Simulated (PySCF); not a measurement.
# Spin-rotation constants: SMILES CC#CC1=COC=CC1, C₈H₈O

Geometry:
```json
{"atom": "C1", "x (Å)": "3.696", "y (Å)": "0.520", "z (Å)": "-0.229"}
{"atom": "C2", "x (Å)": "2.285", "y (Å)": "0.237", "z (Å)": "-0.097"}
{"atom": "C3", "x (Å)": "1.117", "y (Å)": "-0.025", "z (Å)": "0.025"}
{"atom": "C4", "x (Å)": "-0.270", "y (Å)": "-0.263", "z (Å)": "0.133"}
{"atom": "C5", "x (Å)": "-0.736", "y (Å)": "-1.377", "z (Å)": "0.703"}
{"atom": "O6", "x (Å)": "-2.053", "y (Å)": "-1.695", "z (Å)": "0.854"}
{"atom": "C7", "x (Å)": "-2.945", "y (Å)": "-0.782", "z (Å)": "0.372"}
{"atom": "C8", "x (Å)": "-2.623", "y (Å)": "0.360", "z (Å)": "-0.216"}
{"atom": "C9", "x (Å)": "-1.200", "y (Å)": "0.793", "z (Å)": "-0.422"}
{"atom": "H10", "x (Å)": "3.844", "y (Å)": "1.412", "z (Å)": "-0.838"}
{"atom": "H11", "x (Å)": "4.139", "y (Å)": "0.685", "z (Å)": "0.753"}
{"atom": "H12", "x (Å)": "4.203", "y (Å)": "-0.320", "z (Å)": "-0.705"}
{"atom": "H13", "x (Å)": "-0.093", "y (Å)": "-2.145", "z (Å)": "1.107"}
{"atom": "H14", "x (Å)": "-3.960", "y (Å)": "-1.112", "z (Å)": "0.531"}
{"atom": "H15", "x (Å)": "-3.402", "y (Å)": "1.019", "z (Å)": "-0.566"}
{"atom": "H16", "x (Å)": "-1.014", "y (Å)": "1.754", "z (Å)": "0.076"}
{"atom": "H17", "x (Å)": "-0.996", "y (Å)": "0.949", "z (Å)": "-1.490"}
```

Method: GIAO PBE0/pcSseg-1 magnetisability, rotational g tensor and spin-rotation constants, non-relativistic, gas phase in PySCF 2.14.0. Geometry: GFN2-xTB.

Task: Give the nuclear spin-rotation constants along the inertial axes (H = +C I·J) beside the isotropic shieldings.

Result: Rotational constants 5.1353, 0.8226, 0.7153 GHz. A star marks the isotopologue with that one atom substituted, in its own axes.
| atom | isotope | Caa (kHz) | Cbb (kHz) | Ccc (kHz) | mean (kHz) | σ (ppm) |
| --- | --- | --- | --- | --- | --- | --- |
| H10 | 1H | -0.479 | 0.007 | -0.074 | -0.182 | 29.6 |
| H11 | 1H | -0.478 | -0.071 | -0.006 | -0.185 | 29.6 |
| H12 | 1H | -0.479 | -0.051 | -0.024 | -0.184 | 29.6 |
| H13 | 1H | -0.322 | 0.057 | -0.081 | -0.115 | 25.0 |
| H14 | 1H | 0.535 | -0.086 | -0.080 | 0.123 | 25.3 |
| H15 | 1H | -0.232 | 0.026 | -0.088 | -0.098 | 26.8 |
| H16 | 1H | -0.469 | -0.048 | -0.013 | -0.176 | 28.7 |
| H17 | 1H | -0.468 | -0.047 | -0.013 | -0.176 | 28.8 |
| C1 | 13C* | 0.592 | 0.103 | 0.088 | 0.261 | 181.2 |
| C2 | 13C* | 0.516 | 0.273 | 0.251 | 0.347 | 90.1 |
| C3 | 13C* | 0.084 | 0.295 | 0.254 | 0.211 | 103.0 |
| C4 | 13C* | 2.051 | 0.234 | 0.093 | 0.793 | 84.4 |
| C5 | 13C* | 2.314 | 0.310 | 0.152 | 0.925 | 33.0 |
| O6 | 17O* | -1.348 | -0.228 | -0.022 | -0.532 | 162.8 |
| C7 | 13C* | 2.422 | 0.274 | 0.146 | 0.947 | 39.9 |
| C8 | 13C* | 1.906 | 0.268 | 0.094 | 0.756 | 79.7 |
| C9 | 13C* | 0.846 | 0.150 | 0.090 | 0.362 | 157.7 |

For the geometry as given, no vibrational averaging.
